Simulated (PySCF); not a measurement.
C3H8BF, SMILES CC(C)BF.

Geometry optimised at B3LYP-D3(BJ)/def2-SVP. The structure was generated by enumeration, and PubChem lists no compound with its InChIKey, so it may never have been made. Other conformers were not sampled.

Two levels are set side by side: PBE/def2-TZVP (PySCF) and M06-2X/def2-TZVP (PySCF). Same geometry, gas phase. Differences are taken from unrounded values.

```
quantity                     M06-2X
---------------------------  ------
orbital gap (eV)               9.93
highest occupied level (eV)   -9.64
lowest empty level (eV)        0.29
dipole moment (D)              1.27
mean polarisability (bohr³)    50.5
```

Question: What does PBE give, and how far is it from M06-2X? (Estimate from the structure and the level; the computed values follow.)

Answer: 
| quantity | PBE | PBE minus M06-2X |
|---|---|---|
| orbital gap (eV) | 5.29 | -4.64 |
| highest occupied level (eV) | -6.88 | 2.76 |
| lowest empty level (eV) | -1.59 | -1.88 |
| dipole moment (D) | 1.15 | -0.12 |
| mean polarisability (bohr³) | 53.2 | 2.8 |

Without exact exchange PBE keeps part of each electron's self-repulsion, which lifts occupied levels and narrows the gap. PBE's more diffuse valence density responds more strongly to a field. Differences between two approximate levels are no errors against the true value.

Rough cost on one machine, each run with all the roots and properties that it gave: M06-2X against PBE about 4 times.
